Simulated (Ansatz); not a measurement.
Basis-set extrapolation for `CC(C)[S][Al]([CH3])[CH3]` (PBE0-D4/def2-TZVP geometry, frozen core, Ansatz 0.2.0). Multiplicity 1, RHF reference.

|  | def2-TZVPP | def2-QZVPP |
| --- | --- | --- |
| HF | -836.513019 | -836.540517 |
| MP2 correlation | -1.144873 | -1.222057 |
| CCSD(T) correlation | -1.276169 | not run |

Energies in hartree. Use E(X) = E(∞) + A·exp(−7.88·√X) for Hartree–Fock and E(X) = E(∞) + B·X^(−2.97) for correlation, with X = 3 and 4, and add CCSD(T) minus MP2 of the smaller set to the MP2 limit.

Question: What is the CCSD(T) energy at the basis-set limit?

Answer: HF limit: -836.540517 + (-0.027498) × 0.13774 = -836.54430. MP2 limit: -1.222057 + (-0.077184) × 0.74074 = -1.27923. Higher-order term: -1.276169 − (-1.144873) = -0.13130. Total: -837.95483 hartree, 434.9 kJ/mol below CCSD(T)/def2-TZVPP.
